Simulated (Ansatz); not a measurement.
CH3BO2Si, relaxed with RKS PBE-D4/def2-SVP in Ansatz 0.2.0 from a rough embedded geometry. The force threshold is 0.03 eV/Å; the program also tests the step.

Charge 0, multiplicity 1. The bonds changed during the relaxation, so this is another structure than the one it started from.

Start:

```xyz
8

O     2.223    0.710   -0.620
C     0.993    0.590   -0.338
B    -0.458    1.324    0.110
Si   -0.491   -0.402   -0.260
O    -0.426   -1.386    1.230
H    -1.058    2.338    0.378
H    -0.900   -1.040   -1.481
H     0.117   -2.135    0.982
```

| step | energy (eV) | largest force (eV/Å) | largest move (Å) |
| --- | --- | --- | --- |
| 1 | -13712.3724 | 4.349 | 0.000 |
| 2 | -13713.4106 | 2.437 | 0.195 |
| 3 | -13714.2062 | 2.332 | 0.195 |
| 4 | -13714.8624 | 1.913 | 0.195 |
| 5 | -13715.3008 | 1.475 | 0.195 |
| 6 | -13715.6208 | 1.099 | 0.199 |
| 7 | -13715.8381 | 1.040 | 0.197 |
| 8 | -13715.9787 | 0.755 | 0.200 |
| 9 | -13716.0787 | 0.464 | 0.200 |
| 10 | -13716.1521 | 0.291 | 0.198 |
| 11 | -13716.1806 | 0.342 | 0.200 |
| 12 | -13716.1987 | 0.114 | 0.103 |
| 13 (rejected) | -13716.1687 | 1.128 | 0.135 |
| 14 | -13716.2067 | 0.068 | 0.067 |
| 15 | -13716.2100 | 0.026 | 0.064 |

End:

```xyz
8

O     2.372    1.489    0.504
C     1.262    1.376    0.163
B    -0.126    1.196   -0.259
Si   -0.713   -0.564   -0.127
O     0.252   -1.811    0.434
H    -0.821    2.102   -0.661
H    -2.075   -1.091   -0.491
H    -0.150   -2.697    0.438
```

Hardware: 2 threads of an Intel Xeon 6975P-C on a shared host. Wall time 14 s, peak host memory 0.17 GiB.
